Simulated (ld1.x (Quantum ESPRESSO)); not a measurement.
Transferability test, RRKJ potential for technetium (Tc)

ld1.x (Quantum ESPRESSO) 7.5 input, shortened:

```
&input
   title='Tc', zed=43., rel=2, dft='PBE', iswitch=3,
   config='[Kr] 4d5 4f-2 5s1.75 5p0', rel_dist='average'
 /
 &inputp
   pseudotype=2, tm=.false., rho0=0.02, lloc=-1, rcloc=1.25,
   nlcc=.true.
 /
4
4S  1  0   2.00   0.00  1.80  1.80  0.0
4P  2  1   6.00   0.00  1.65  1.65  0.0
4D  3  2   5.00   0.00  2.30  2.30  0.0
4F  4  3  -2.00   0.05  2.50  2.50  0.0
 &test
   configts(1)='4s2 4p6 4d5 5s1.75 5p0'
 /
```

Open shells are filled in proportion to 2j + 1 (rel_dist='average').

Occupied shells without a wave of their own: 5s. They enter only through the test configuration that unscreens the potential, and ld1.x also counts them in the model core charge.

Energies are relative to the spin-unpolarised reference configuration 4s2 4p6 4d5 5s1.75 5p0; without spin polarisation the order of configurations can differ from experiment. The frozen-core shift is the all-electron ΔE with the core orbitals held at their reference shape minus the fully relaxed ΔE.

ld1.x takes every shell without a wave as core, so the model core holds the 5s electrons as well and exchange and correlation see them twice. This cancels in the reference configuration, but the file is broken for other ones, and its errors say nothing about a proper core correction.

| valence configuration | charge | ΔE all-electron (eV) | error AE − PS (meV) | frozen-core shift (meV) |
| --- | --- | --- | --- | --- |
| 4s2 4p6 4d5 5s2 5p0 | 0 | -1.449 | +59 | 0.0 |
| 4s2 4p6 4d5 5s1 5p0 | +1 | 6.705 | -321 | +0.1 |
| 4s2 4p6 4d5 5s0 5p0 | +2 | 21.557 | -1144 | 0.0 |
| 4s1 4p6 4d5 5s2 5p0 | +1 | 78.481 | +101 | +7.8 |
| 4s2 4p6 4d4 5s0 5p0 | +3 | 50.259 | -1738 | +0.8 |
| 4s2 4p6 4d4 5s2 5p1 | 0 | 5.151 | +144 | +0.3 |
| 4s2 4p6 4d3 5s0 5p0 | +4 | 92.289 | -2263 | +5.4 |

Levels in the configuration 4s2 4p6 4d4 5s2 5p1:

```tsv
level	all-electron (eV)	pseudo (eV)
4s j=1/2	-78.250	-77.904
4p j=1/2	-52.086	-51.777
4p j=3/2	-49.088	-48.793
4d j=3/2	-10.677	-10.444
4d j=5/2	-10.359	-10.129
5s j=1/2	-6.827	-7.036
5p j=1/2	-2.643	-2.559
5p j=3/2	-2.451	-2.359
```

The potential misses its own reference levels by up to 0.3 eV.
